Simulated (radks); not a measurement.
Values are calculated unless marked as measured or tabulated.
Task: Tc4+, 39 electrons, occupied as [Kr] 4d3 (the NIST ground configuration). Level of theory: Dirac Kohn-Sham, PBE, spin-unpolarised, spherical densities, point nucleus; open shells are shared between the two j in proportion to 2j + 1 (a radial shooting solver on a logarithmic mesh with Libxc functionals). Some entries of the table are withheld. Estimate them.

orbital,occ.,eigenvalue (Ry),<1/r> (bohr^-1)
1s1/2,2,-1536.555,(1)
2s1/2,2,(2),10.20
2p1/2,2,-205.1565,10.18
2p3/2,4,-196.4652,9.668
3s1/2,2,-41.57936,3.509
3p1/2,2,-35.03412,(3)
3p3/2,4,-33.57956,(4)
3d3/2,4,(5),3.103
3d5/2,6,(6),3.072
4s1/2,2,-8.75571,1.314
4p1/2,2,(7),1.203
4p3/2,4,(8),1.169
4d3/2,1.2,(9),0.9159
4d5/2,1.8,(10),0.9085

Result: 
(1) 1s1/2 <1/r> (bohr^-1): 44.71
(2) 2s1/2 eigenvalue (Ry): -222.1930
(3) 3p1/2 <1/r> (bohr^-1): 3.409
(4) 3p3/2 <1/r> (bohr^-1): 3.286
(5) 3d3/2 eigenvalue (Ry): -22.00803
(6) 3d5/2 eigenvalue (Ry): -21.72824
(7) 4p1/2 eigenvalue (Ry): -6.80859
(8) 4p3/2 eigenvalue (Ry): -6.58043
(9) 4d3/2 eigenvalue (Ry): -3.62673
(10) 4d5/2 eigenvalue (Ry): -3.59821
